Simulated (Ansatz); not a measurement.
Two isomers of C2H6BN: A = `BCN=C`, B = `BNC=C`.

Computed with Ansatz on PBE0-D4/def2-TZVP structures; ΔE is electronic, products minus reactants. CCSD(T)/CBS adds triple-zeta CCSD(T) − MP2 to the extrapolated MP2 energy (def2 sets, frozen cores). Functionals use def2-TZVPP. B3LYP here is the variant with VWN-RPA as its local correlation; programs differ in this. One conformer a species, not always the lowest.

**Question.** Which isomer does CCSD(T)/CBS put lower? Give the gap. (Best estimate.)

**Answer.** Computed: B, by 180.2 kJ/mol.

**Question.** Give E(B) − E(A) in kJ/mol with LDA (SPW92), B3LYP, PBE0-D4, HF/def2-TZVPP, CCSD/def2-TZVPP, B2PLYP, PBE-D4. (Best estimate.)

**Answer.** The calculation gave: LDA (SPW92) -197.1, B3LYP -182.3, PBE0-D4 -182.3, HF/def2-TZVPP -173.1, CCSD/def2-TZVPP -175.9, B2PLYP -181.5, PBE-D4 -181.1. None reverses the order clearly.

**Question.** Does the order hold for the free energy at 298.15 K (harmonic terms from PBE0-D4)? (An estimate is asked.)

**Answer.** The calculation gave: Yes: G(B) − G(A) = -168.2 kJ/mol, for one conformer each.

Largest T1 diagnostic: 0.013.

From BLYP to BHLYP (50 % exact exchange), in def2-TZVPP and without D4, E(B) − E(A) moves by −3.3 kJ/mol. In def2-TZVPP, CCSD(T) changes the Hartree–Fock value by −3.9 kJ/mol (the triples alone add −1.0 kJ/mol) and MP2 by −8.7 kJ/mol.
